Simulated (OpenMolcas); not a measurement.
Er3+ in SrF2: curves along the breathing mode

Er3+ with its 8 nearest fluoride ions, on the Sr site of SrF2 (a = 5.796 Å, distance in the model lattice 2.510 Å). The rest of the host is ab initio model potentials to 7.6 Å and point charges beyond; the distance is set by hand and nothing relaxes, and no local charge compensation is placed. Ligand basis ANO-RCC-VDZP.

* Program: OpenMolcas
* Method: CASSCF
* Basis: ANO-RCC-VDZP [7s6p4d2f1g]
* Scalar Hamiltonian: DKH2, point nucleus
* Active space: 11 electrons in 7 orbitals (4f)
* State averaging: 2S+1 = 4 odd, 35 roots (30 in the spin-orbit step); 2S+1 = 2 odd, 35 roots kept (CI in the orbitals of an earlier block)
* Spin-orbit coupling: state interaction with AMFI integrals over the reference wave functions

Spin-free energies (labels of O, the rotations of Oh) in cm-1 above the lowest fitted minimum, as all ligands move together:

```tsv
R (Å)	4T2	4E	4T1	4A1	4T2(2)	4A2	2T1
2.225	120	250	720	790	820	1010	18250
2.278	760	860	1260	1320	1340	1500	18840
2.33	4150	4230	4580	4630	4640	4770	22190
2.383	10000	10070	10370	10410	10420	10520	28010
2.435	17770	17830	18090	18130	18130	18220	35760
2.487	27280	27320	27550	27590	27580	27660	45240
2.54	38510	38550	38750	38780	38780	38840	56450
```

Cubic fits give the following; the wavenumber is harmonic, with the mass of all moving ligands, small differences in it between states hang on the degree of the fit, a number in brackets counts states of one label, and the table is a selection of at most 14 states with clean curves.

```json
{"State": "4T2", "R0 (Å)": "2.239", "Breathing mode (cm-1)": "486", "Minimum (cm-1)": "0"}
{"State": "4E", "R0 (Å)": "2.240", "Breathing mode (cm-1)": "487", "Minimum (cm-1)": "120"}
{"State": "4T1", "R0 (Å)": "2.241", "Breathing mode (cm-1)": "487", "Minimum (cm-1)": "570"}
{"State": "4A1", "R0 (Å)": "2.241", "Breathing mode (cm-1)": "487", "Minimum (cm-1)": "640"}
{"State": "4T2(2)", "R0 (Å)": "2.241", "Breathing mode (cm-1)": "487", "Minimum (cm-1)": "660"}
{"State": "4A2", "R0 (Å)": "2.242", "Breathing mode (cm-1)": "487", "Minimum (cm-1)": "840"}
{"State": "2T1", "R0 (Å)": "2.240", "Breathing mode (cm-1)": "487", "Minimum (cm-1)": "18120"}
{"State": "2E", "R0 (Å)": "2.240", "Breathing mode (cm-1)": "487", "Minimum (cm-1)": "18140"}
{"State": "2T1(2)", "R0 (Å)": "2.240", "Breathing mode (cm-1)": "487", "Minimum (cm-1)": "18180"}
{"State": "2T2", "R0 (Å)": "2.240", "Breathing mode (cm-1)": "487", "Minimum (cm-1)": "18220"}
{"State": "4T1(2)", "R0 (Å)": "2.240", "Breathing mode (cm-1)": "487", "Minimum (cm-1)": "18420"}
{"State": "4T2(3)", "R0 (Å)": "2.240", "Breathing mode (cm-1)": "487", "Minimum (cm-1)": "18440"}
{"State": "4A1(2)", "R0 (Å)": "2.240", "Breathing mode (cm-1)": "487", "Minimum (cm-1)": "18490"}
{"State": "4A2(2)", "R0 (Å)": "2.241", "Breathing mode (cm-1)": "487", "Minimum (cm-1)": "18950"}
```

For an f ion spin-orbit coupling outweighs the ligand field, so these spin-free curves are not those of observable levels.

High states are left out of the spin-orbit mixing, which shifts the levels that they would mix with. Without dynamic correlation the ligand-field splitting of an f shell can come out too small, at times by half. No measured value stands beside these numbers.
